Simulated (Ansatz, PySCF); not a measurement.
CH3ClFNSi2, SMILES F[Si@]1(Cl)N=C[SiH2]1. Atoms are numbered in the order given.

```xyz
9

F      1.3287     0.4969     1.4897
Si     0.4070     0.1070     0.2155
Cl     1.6814    -0.5129    -1.2784
N     -0.6303     1.4731    -0.2973
C     -1.8093     0.9646    -0.1584
Si    -1.7005    -0.8527     0.5181
H     -2.7013     1.5683    -0.4143
H     -2.2064    -1.9256    -0.3869
H     -2.2577    -1.0563     1.8870
```

Geometry optimised at B3LYP-D3(BJ)/def2-SVP. The structure was generated by enumeration; whether it is a known compound was not checked.

Vertical ionisation energy (IE) and electron affinity (EA) in eV. Rows of orbital energies are one-electron estimates. Where ΔSCF, EOM or ADC give a negative EA the extra electron is unbound and the value depends on the basis.

| level | IE | EA |
|---|---|---|
| −ε(HOMO), −ε(LUMO), HF/def2-TZVP (PySCF) | 10.67 | -2.34 |
| −ε(HOMO), −ε(LUMO), PBE/def2-TZVP (PySCF) | (withheld) | (withheld) |
| ΔSCF, PBE0/def2-SVPD (Ansatz), final states of multiplicity 2 and 2 | 9.35 | -0.01 |
| ΔSCF, PBE/def2-SVPD (Ansatz), final states of multiplicity 2 and 2 | 9.16 | 0.02 |

Question: What belongs in the gaps? (An estimate is asked for; the answer gives what the named calculation found.)

Answer: 
- −ε(HOMO), −ε(LUMO), PBE/def2-TZVP (PySCF), IE: 6.01
- −ε(HOMO), −ε(LUMO), PBE/def2-TZVP (PySCF), EA: 2.82

Question: What vertical singlet–triplet gap does ΔSCF give with PBE0/def2-SVPD (Ansatz, a quantum-chemistry and plane-wave program) and with PBE/def2-SVPD (Ansatz)? (Estimate from the structure and the level; the computed values follow.)

Answer: 2.92 and 2.91 eV (triplet above singlet where positive).
